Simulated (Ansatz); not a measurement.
Molecule: CH6Sn, charge 0, multiplicity 1. SMILES: [CH3][SnH3]
Geometry: optimised at B3LYP-D3(BJ)/def2-TZVP (Ansatz, a program for electronic structure).

Property: vertical ionisation energy (to the doublet state of charge +1; each state is the SCF solution reached for its spin; the molecule has degenerate orbitals, so one determinant may break the symmetry), in eV. Correlated levels leave the core frozen unless marked. UHF or UKS for open shells. Spin-orbit coupling is left out. Frozen are the shells of the preceding noble gas and the d and f shells that filled before the atom's block. Past Kr the def2 sets carry scalar-relativistic core potentials. CBS marks a two-point X^-3 extrapolation of the correlation energy; Hartree-Fock from the larger set.

| level | program | vertical ionisation energy (eV) |
|---|---|---|
| SVWN5/def2-TZVPD | Ansatz | ___ |
| PBE/def2-TZVPD | Ansatz | ___ |
| BHLYP/def2-TZVPD | Ansatz | 10.43 |
| wB97X-V/def2-TZVPD | Ansatz | ___ |
| SCS-MP2/def2-TZVPPD | Ansatz | 10.64 |
| CCSD(T)/CBS(def2-TZVPPD,def2-QZVPPD) | Ansatz | 10.67 |

**Question.** Some entries are withheld; supply them.

**Answer.** 
- SVWN5/def2-TZVPD, vertical ionisation energy (eV): 10.55
- PBE/def2-TZVPD, vertical ionisation energy (eV): 10.38
- wB97X-V/def2-TZVPD, vertical ionisation energy (eV): 10.59
